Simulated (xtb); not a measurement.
CH3Te (SMILES C[Te]), doublet, at a GFN2-xTB geometry, atoms displaced at random by about 0.02 Å a coordinate; GFN2-xTB run with xtb.

xtb was given this input:
```
$ xtb mol.xyz --gfn 2 --uhf 1 --opt loose --json

# file mol.xyz
5

C     -1.83126860    -0.01369102    -0.02762754
Te     0.31699537     0.03360249    -0.00293949
H     -2.16945814    -0.79501449    -0.66422900
H     -2.17069973    -0.19024300     0.99420770
H     -2.21203059     0.95034450    -0.29410339
```

Task: Predict the main parts of the log of this xtb run.

Result: 
```
   ID    Z sym.   atoms
    1    6 C      1
    2   52 Te     2
    3    1 H      3-5

           -------------------------------------------------
          |                Calculation Setup                |
           -------------------------------------------------

           -------------------------------------------------
          |                 G F N 2 - x T B                 |
           -------------------------------------------------

          ...................................................
          :                      SETUP                      :
          :.................................................:
          :  # basis functions                  17          :
          :  # atomic orbitals                  16          :
          :  # shells                            8          :
          :  # electrons                        13          :
          :  max. iterations                   250          :
          :  Hamiltonian                  GFN2-xTB          :
          :  restarted?                      false          :
          :  GBSA solvation                  false          :
          :  PC potential                    false          :
          :  electronic temp.          300.0000000     K    :
          :  accuracy                    1.0000000          :
          :  -> integral cutoff          0.2500000E+02      :
          :  -> integral neglect         0.1000000E-07      :
          :  -> SCF convergence          0.1000000E-05 Eh   :
          :  -> wf. convergence          0.1000000E-03 e    :
          :  Broyden damping             0.4000000          :
          :  net charge                          0          :
          :  unpaired electrons                  1          :
          ...................................................

 iter      E             dE          RMSdq      gap      omega  full diag
   1     -6.7585605 -0.675856E+01  0.120E+01    4.59       0.0  T
   2     -6.7626629 -0.410237E-02  0.497E+00    4.86       1.0  T
   3     -6.7612429  0.141998E-02  0.535E+00    4.66       1.0  T
   4     -6.7591598  0.208315E-02  0.599E+00    4.62       1.0  T
   5     -6.7638466 -0.468684E-02  0.154E+00    4.83       1.0  T
   6     -6.7640919 -0.245309E-03  0.922E-01    4.84       1.0  T
   7     -6.7641212 -0.292675E-04  0.109E+00    4.83       1.0  T
   8     -6.7640883  0.328395E-04  0.145E-01    4.85       1.0  T
   9     -6.7640883  0.543945E-07  0.845E-02    4.85       1.0  T
[...]
         :: total energy              -6.701482862684 Eh    ::
 * total energy  :    -6.7014829 Eh     change       -0.4440892E-14 Eh
 * total energy  :    -6.7017474 Eh     change       -0.2644914E-03 Eh
 * total energy  :    -6.7022047 Eh     change       -0.4573583E-03 Eh
 * total energy  :    -6.7023785 Eh     change       -0.1738207E-03 Eh
 * total energy  :    -6.7024158 Eh     change       -0.3725329E-04 Eh
   *** GEOMETRY OPTIMIZATION CONVERGED AFTER 5 ITERATIONS ***
         :: total energy              -6.702415786394 Eh    ::
[...]
        15                          0.2347980               6.3892
        16                          0.3610853               9.8256
      -------------------------------------------------------------
                  HL-Gap            0.1747697 Eh            4.7557 eV
             Fermi-level           -0.3083400 Eh           -8.3904 eV

     #   Z          covCN         q      C6AA      α(0)
     1   6 C        3.668    -0.115    22.977     6.873
     2  52 Te       0.893     0.027   426.347    38.483
     3   1 H        0.926     0.030     2.593     2.518
     4   1 H        0.926     0.029     2.598     2.521
     5   1 H        0.926     0.030     2.591     2.517

 Mol. C6AA /au·bohr⁶  :        908.691877
 Mol. C8AA /au·bohr⁸  :      62434.240534
 Mol. α(0) /au        :         52.911125

Wiberg/Mayer (AO) data.
largest (>0.10) Wiberg bond orders for each atom

 ---------------------------------------------------------------------------
     #   Z sym  total        # sym  WBO       # sym  WBO       # sym  WBO
 ---------------------------------------------------------------------------
     1   6 C    3.981 --     3 H    0.999     4 H    0.998     5 H    0.998
                             2 Te   0.986
     2  52 Te   0.965 --     1 C    0.986
     3   1 H    0.992 --     1 C    0.999
     4   1 H    0.992 --     1 C    0.998
     5   1 H    0.992 --     1 C    0.998
 ---------------------------------------------------------------------------

Topologies differ in total number of bonds
Writing topology from bond orders to xtbtopo.mol

molecular dipole:
                 x           y           z       tot (Debye)
 q only:        0.048       0.001      -0.001
   full:       -0.458      -0.011       0.002       1.165
molecular quadrupole (traceless):
                xx          xy          yy          xz          yz          zz
 q only:       -0.007       0.002       0.005       0.001       0.001       0.002
  q+dip:       -0.733      -0.074       0.371       0.005       0.011       0.362
   full:        1.292      -0.006      -0.632      -0.004      -0.026      -0.660

optimized geometry written to: xtbopt.xyz

           -------------------------------------------------
          | TOTAL ENERGY               -6.702415786394 Eh   |
          | GRADIENT NORM               0.002446571789 Eh/α |
          | HOMO-LUMO GAP               4.755726559840 eV   |
           -------------------------------------------------

normal termination of xtb
```
